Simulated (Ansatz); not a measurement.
Basis-set extrapolation for C2HBCl2, SMILES `C#CB(Cl)Cl` (PBE0-D4/def2-TZVP geometry, frozen core, the Gaussian-basis code of Ansatz). Multiplicity 1, RHF reference.

|  | def2-TZVPP | def2-QZVPP |
| --- | --- | --- |
| HF | -1020.094367 | -1020.123407 |
| MP2 correlation | -0.765497 | -0.829342 |
| CCSD(T) correlation | -0.843153 | not run |

Energies in hartree. Use E(X) = E(∞) + A·exp(−7.88·√X) for Hartree–Fock and E(X) = E(∞) + B·X^(−2.97) for correlation, with X = 3 and 4, and add CCSD(T) minus MP2 of the smaller set to the MP2 limit.

What is the CCSD(T) energy at the basis-set limit?

HF limit: -1020.123407 + (-0.029040) × 0.13774 = -1020.12741. MP2 limit: -0.829342 + (-0.063845) × 0.74074 = -0.87663. Higher-order term: -0.843153 − (-0.765497) = -0.07766. Total: -1021.08170 hartree, 90.5 kcal/mol below CCSD(T)/def2-TZVPP.
